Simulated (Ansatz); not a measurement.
`BN[SiH2]Cl` + HI → `Cl[SiH2]I` + `BN` at 500 K and 1 bar (ligand exchange at the Si–N bond).

Gas-phase electronic energies from Ansatz, PBE0-D4/def2-TZVP geometries. CBS: MP2 limit from def2 TZ/QZ plus the TZ coupled-cluster correction, frozen cores. This one scheme is used for every species. Elements past krypton have def2 core potentials. For I outer-core shells are correlated without core-valence functions, which leaves a few kJ/mol of doubt a bond. One conformer a species, not always the lowest.

```json
{"species": "`BN[SiH2]Cl`", "CCSD(T)/CBS energy (Eh)": "-831.46864", "H − E (kJ/mol)": "191.6", "S (J/(mol·K))": "379.3"}
{"species": "HI", "CCSD(T)/CBS energy (Eh)": "-298.03592", "H − E (kJ/mol)": "28.6", "S (J/(mol·K))": "221.6"}
{"species": "`Cl[SiH2]I`", "CCSD(T)/CBS energy (Eh)": "-1047.58245", "H − E (kJ/mol)": "80.4", "S (J/(mol·K))": "350.7"}
{"species": "`BN`", "CCSD(T)/CBS energy (Eh)": "-81.93499", "H − E (kJ/mol)": "148.8", "S (J/(mol·K))": "257.4"}
```

H − E and S are ideal-gas, rigid-rotor, harmonic terms from PBE0-D4/def2-TZVP, for one conformer and one mirror image of each species. 1 Eh = 2625.50 kJ/mol, R = 8.31446 J/(mol·K).

Task: By hand: ΔE, ΔH, ΔS and ΔG.

Result: ΔE = (-1047.58245) + (-81.93499) − (-831.46864) − (-298.03592) = -0.01288 Eh = -33.8 kJ/mol. Δ(H − E) = 80.4 + 148.8 − 191.6 − 28.6 = 9.0, so ΔH = -24.8 kJ/mol. ΔS = 350.7 + 257.4 − 379.3 − 221.6 = 7.2 J/(mol·K). ΔG = -24.8 − 500 × (7.2)/1000 = -28.4 kJ/mol.

Task: By hand: the equilibrium constant, and the temperature at which ΔG would vanish if ΔH and ΔS stayed fixed.

Result: log₁₀ K = −ΔG/(RT ln 10) = 3.0. ΔH and −TΔS have one sign here, so there is no such temperature.

The number of gas molecules stays the same, so ΔS is small and ΔH decides. A doubt of 5 kJ/mol in ΔE shifts log₁₀ K by 0.5 here. Other conformers and mirror images would add mixing entropy, several J/(mol·K) or more a flexible species. Modes under 60 cm⁻¹, often nearly free rotors, make the harmonic entropy too high. These are equilibria of isolated gas molecules and say nothing of rates. Largest T1 diagnostic: 0.012 (customary marks: 0.02 for closed shells, 0.045 for open ones).

ΔS is within the doubt of such terms, so its sign, and with it that verdict, could turn.
